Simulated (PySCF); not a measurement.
**Heteronuclear NMR**

Molfile (atoms numbered from 1):
```
C9H8O2
     RDKit          3D

 19 19  0  0  0  0  0  0  0  0999 V2000
   -3.2175   -0.4945    0.0795 C   0  0  0  0  0  0  0  0  0  0  0  0
   -1.9044   -0.2120   -0.0082 C   0  0  0  0  0  0  0  0  0  0  0  0
   -1.5099    1.0996   -0.4852 C   0  0  0  0  0  0  0  0  0  0  0  0
   -0.2922    1.6575   -0.6306 C   0  0  0  0  0  0  0  0  0  0  0  0
    0.9996    1.1122   -0.3561 C   0  0  0  0  0  0  0  0  0  0  0  0
    1.3126   -0.1279    0.0974 C   0  0  0  0  0  0  0  0  0  0  0  0
    2.7406   -0.4742    0.3013 C   0  0  0  0  0  0  0  0  0  0  0  0
    3.1406   -1.5498    0.6778 O   0  0  0  0  0  0  0  0  0  0  0  0
    3.5945    0.5296    0.0285 O   0  0  0  0  0  0  0  0  0  0  0  0
    0.4007   -1.2032    0.4128 C   0  0  0  0  0  0  0  0  0  0  0  0
   -0.9384   -1.2346    0.3679 C   0  0  0  0  0  0  0  0  0  0  0  0
   -3.9733    0.2239   -0.1863 H   0  0  0  0  0  0  0  0  0  0  0  0
   -3.5686   -1.4502    0.4270 H   0  0  0  0  0  0  0  0  0  0  0  0
   -2.3565    1.7186   -0.7616 H   0  0  0  0  0  0  0  0  0  0  0  0
   -0.2691    2.6730   -1.0076 H   0  0  0  0  0  0  0  0  0  0  0  0
    1.8261    1.7844   -0.5440 H   0  0  0  0  0  0  0  0  0  0  0  0
    4.5019    0.2266    0.1866 H   0  0  0  0  0  0  0  0  0  0  0  0
    0.9117   -2.1028    0.7337 H   0  0  0  0  0  0  0  0  0  0  0  0
   -1.4081   -2.1669    0.6596 H   0  0  0  0  0  0  0  0  0  0  0  0
  1  2  2  0
  2  3  1  0
  3  4  2  0
  4  5  1  0
  5  6  2  0
  6  7  1  0
  7  8  2  0
  7  9  1  0
  6 10  1  0
 10 11  2  0
 11  2  1  0
  1 12  1  0
  1 13  1  0
  3 14  1  0
  4 15  1  0
  5 16  1  0
  9 17  1  0
 10 18  1  0
 11 19  1  0
M  END
```

No solvent, no relativistic terms, one conformer. PBE0/pcSseg-1 with gauge-including orbitals; coordinates at the GFN2-xTB level; PySCF 2.14.0 with density-fitted response routines.

Predict the 17O NMR data.

## Answers


| atoms | environment | σ (ppm) | δ (ppm) |
| --- | --- | --- | --- |
| O8 | carbonyl oxygen | -88.6 | 347.4 |
| O9 | acid hydroxyl oxygen | 142.1 | 137.3 |

Shieldings were converted by a linear fit to measured shifts: 17O (scatter 10.7 ppm rms, 12.2 ppm with the 3 outliers that the fit left out vs liquid water, solution or neat liquid). Occasional misses reach two or three times the rms, and more in compound classes unlike the fitted ones.

On a 600 MHz spectrometer 17O resonates near 81.3 MHz, so 1 ppm is 81.3 Hz.

In solution the two oxygens of a carboxylic acid exchange roles by proton transfer and give one 17O line. Hydrogen bonding in solution shields acid and N–H amide carbonyl oxygens by tens of ppm.
